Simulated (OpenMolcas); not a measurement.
Computed levels of 4f5 in ions with 59 electrons, in cm-1 above 6H* 5/2.

```yaml
Program: OpenMolcas 26.06
Method: SS-RASPT2, IPEA 0.25 Eh, imaginary shift 0.1 Eh
Basis: ANO-R2
Scalar_Hamiltonian: X2C, finite nucleus
Spin-orbit_coupling: RASSI with atomic mean-field integrals over the reference wave functions, term energies averaged over their components
```

Active space for each ion: 5 electrons in 12 orbitals (RAS2 4f; RAS3 5d, at most 1 electron); closed shells correlated by CASPT2: 5s 5p.

| Level | Pm2+ | Eu4+ |
| --- | --- | --- |
| 6H* 7/2 | 844 | 1413 |
| 6H* 9/2 | 1858 | 3060 |
| 6H* 11/2 | 3000 | 4860 |
| 6H* 13/2 | 4220 | 6760 |
| 6H* 15/2 | 5510 | 8710 |
| 6F* 1/2 | 6140 | 8280 |
| 6F* 3/2 | 6380 | 8600 |
| 6F* 5/2 | 6840 | 9270 |
| 6F* 7/2 | 7560 | 10450 |

Q: Estimate 6H* 15/2, 6F* 1/2, 6F* 3/2 for Sm3+ from its neighbours Pm2+ and Eu4+.

A: 6H* 15/2 is fine structure, which grows about as the fourth power of a screened charge, so the fourth roots are averaged: ((5510^0.25 + 8710^0.25) / 2)^4 = 6973. The calculation gives 7070, so the estimate is off by -1.4 %.
6F* 1/2 is another term, which grows about linearly with the charge: (6140 + 8280) / 2 = 7210. The calculation gives 7150, so the estimate is off by +0.8 %.
6F* 3/2 is another term, which grows about linearly with the charge: (6380 + 8600) / 2 = 7490. The calculation gives 7430, so the estimate is off by +0.8 %.

CASPT2 does not keep the components of a term degenerate, so their means are used; among the terms shown or strongly mixed into the levels shown the widest spread is 140 cm-1 (4f5 6H*, Pm2+). Each CASPT2 term energy is a mean over a sample of three components. High states are left out of the spin-orbit mixing, which shifts the levels that they would mix with. Levels of configurations outside the active space are missing.

* marks odd parity.
